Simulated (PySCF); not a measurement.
Electron correlation in Kr⁺ (krypton, charge +1)

[Ar] 3d10 4s2 4p4 4d1, one real determinant (an excited configuration). Calculation: PySCF 2.14, in dyall-av2z (16s12p8d, 92 functions); no relativity, point nucleus. Frozen: [Ar] 3d10; 7 electrons correlated; the 34 highest virtual orbitals of each spin left out.

MP2 pair energies summed by pair of shells (mhartree):

| pair | energy | share (%) |
| --- | --- | --- |
| 4p-4p | -34.69 | 43.4 |
| 4s-4p | -32.12 | 40.2 |
| 4s-4s | -6.59 | 8.3 |
| 4p-4d | -4.07 | 5.1 |
| 4s-4d | -2.37 | 3.0 |

Total MP2 correlation energy: -79.84 mhartree.

Same-spin part -19.67 and opposite-spin part -60.18 mhartree; SCS-MP2 scales them by 1/3 and 6/5 to -78.77 mhartree.

The reference is one real determinant that mixes LS terms of this configuration.
